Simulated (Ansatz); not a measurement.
Cost and result up the ladder for the cluster H₆Au₃ (9 atoms). Total charge 0; doublet. Geometry: PBE0-D4/def2-SVP.

```xyz
9

Au   -1.0794   -0.8452    0.8597
Au   -0.9410   -0.1130   -1.7219
Au    1.1446    0.1216    2.1570
H     2.5216    0.8303    2.5428
H    -0.4800    0.5837   -3.3025
H    -1.9714   -0.9813   -0.6714
H     1.1265    0.5150    0.5195
H     0.1625    0.7814   -2.8035
H    -0.4833   -0.8925    2.4203
```

Ansatz on 4 threads of Arm Neoverse V2 on a shared host. Times are rough, and most runs start from the orbitals of an earlier one. ωB97X-V/def2-TZVP serves as the yardstick here, not as an exact answer. Differences are given only for rows in sets of like size (and for xTB, whose basis is part of the method), since another set adds its own error. Binding counts from free atoms at the same level (Au doublet, H doublet; other spins of the atoms weren't run), without zero-point energy or a counterpoise term.

In the def2 sets Au takes a core potential; there is no spin–orbit coupling. Correlated methods freeze no core orbitals; core or outer-core shells of Au are correlated, in sets that lack core-valence functions. In the doublet, H5 and H8 lie 0.84 Å apart (atoms count from 1), so H2 has formed as a molecule. No other spin state of charge 0 was run. Another isomer (doublet) lies 0.24 eV lower at r2SCAN-D4/def2-TZVP; other spin states weren't run for this one.

Correlated methods converge slowly with the basis.

```json
{"level": "HF/def2-TZVP", "functions": "156", "wall time": "1.7 s", "binding energy per atom (eV)": "1.17", "difference from ωB97X-V/def2-TZVP (eV)": "-0.77"}
{"level": "PBE-D4/def2-SVP", "functions": "126", "wall time": "2.3 s", "binding energy per atom (eV)": "1.95", "difference from ωB97X-V/def2-TZVP (eV)": "–"}
{"level": "MP2/def2-TZVP", "functions": "156", "wall time": "3 s", "binding energy per atom (eV)": "1.90", "difference from ωB97X-V/def2-TZVP (eV)": "-0.05"}
{"level": "PBE0-D4/def2-SVP", "functions": "126", "wall time": "3.3 s", "binding energy per atom (eV)": "1.88", "difference from ωB97X-V/def2-TZVP (eV)": "–"}
{"level": "PBE-D4/def2-TZVP (with forces)", "functions": "156", "wall time": "3.4 s", "binding energy per atom (eV)": "2.00", "difference from ωB97X-V/def2-TZVP (eV)": "0.05"}
{"level": "BLYP-D4/def2-TZVP", "functions": "156", "wall time": "3.6 s", "binding energy per atom (eV)": "1.96", "difference from ωB97X-V/def2-TZVP (eV)": "0.01"}
{"level": "PBE-D4/def2-TZVPD", "functions": "183", "wall time": "3.7 s", "binding energy per atom (eV)": "2.02", "difference from ωB97X-V/def2-TZVP (eV)": "0.07"}
{"level": "CAM-B3LYP-D4/def2-TZVP", "functions": "156", "wall time": "4.3 s", "binding energy per atom (eV)": "1.97", "difference from ωB97X-V/def2-TZVP (eV)": "0.02"}
{"level": "PBE0-D4/def2-TZVP", "functions": "156", "wall time": "4.5 s", "binding energy per atom (eV)": "1.93", "difference from ωB97X-V/def2-TZVP (eV)": "-0.02"}
{"level": "PBE0-D4/def2-TZVPD", "functions": "183", "wall time": "6 s", "binding energy per atom (eV)": "1.95", "difference from ωB97X-V/def2-TZVP (eV)": "0.00"}
{"level": "r2SCAN-D4/def2-TZVP", "functions": "156", "wall time": "6.5 s", "binding energy per atom (eV)": "2.06", "difference from ωB97X-V/def2-TZVP (eV)": "0.11"}
{"level": "r2SCAN0-D4/def2-TZVP", "functions": "156", "wall time": "8 s", "binding energy per atom (eV)": "1.99", "difference from ωB97X-V/def2-TZVP (eV)": "0.04"}
{"level": "r2SCAN-D4/def2-TZVPD", "functions": "183", "wall time": "8.5 s", "binding energy per atom (eV)": "2.07", "difference from ωB97X-V/def2-TZVP (eV)": "0.12"}
{"level": "ωB97X-V/def2-TZVP", "functions": "156", "wall time": "13 s", "binding energy per atom (eV)": "1.95", "difference from ωB97X-V/def2-TZVP (eV)": "0.00"}
```
